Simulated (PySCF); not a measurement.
CH3FO2Si, SMILES O(C=O)[SiH2]F. Atoms are numbered in the order given.

```xyz
8

O     -0.6535     2.0210     0.0000
C      0.4898     1.6520     0.0000
O      0.8425     0.3723     0.0000
Si    -0.4475    -0.7536     0.0000
F      0.3208    -2.1726     0.0000
H      1.3708     2.3256     0.0000
H     -1.2227    -0.6400     1.2534
H     -1.2227    -0.6400    -1.2534
```
Charge 0, spin multiplicity 1.

Geometry optimised at PBE0-D3(BJ)/def2-SVP. The structure was generated by enumeration, and PubChem lists no compound with its InChIKey, so it may never have been made. Other conformers were not sampled.

Two levels are set side by side: PBE/pcSseg-1 (PySCF) and KT2/pcSseg-1 (PySCF). GIAO shifts against CFCl3 (¹⁹F), H2O (¹⁷O), TMS (²⁹Si), TMS (¹H), TMS (¹³C) at the same level; non-relativistic, no solvent, atoms listed together averaged. Differences are taken from unrounded values.

```
quantity                  PBE
---------------------  ------
δ(¹⁷O) of O1 (ppm)      478.1
δ(¹³C) of C2 (ppm)      165.1
δ(¹⁷O) of O3 (ppm)      252.7
δ(²⁹Si) of Si4 (ppm)     -6.6
δ(¹⁹F) of F5 (ppm)     -217.2
δ(¹H) of H6 (ppm)        8.09
δ(¹H) of H7, H8 (ppm)    5.99
```

Q: These are the PBE values. What does KT2 give? (The exact figures need the calculation; the answer reports its results.)

A: 
```
quantity                  KT2  PBE minus KT2
---------------------  ------  -------------
δ(¹⁷O) of O1 (ppm)      449.2           28.9
δ(¹³C) of C2 (ppm)      157.7            7.5
δ(¹⁷O) of O3 (ppm)      238.5           14.2
δ(²⁹Si) of Si4 (ppm)     -3.7           -2.9
δ(¹⁹F) of F5 (ppm)     -226.6            9.4
δ(¹H) of H6 (ppm)        7.99           0.09
δ(¹H) of H7, H8 (ppm)    5.96           0.04
```

Rough cost on one machine, each run with all the roots and properties that it gave: KT2 against PBE within a factor of 2.
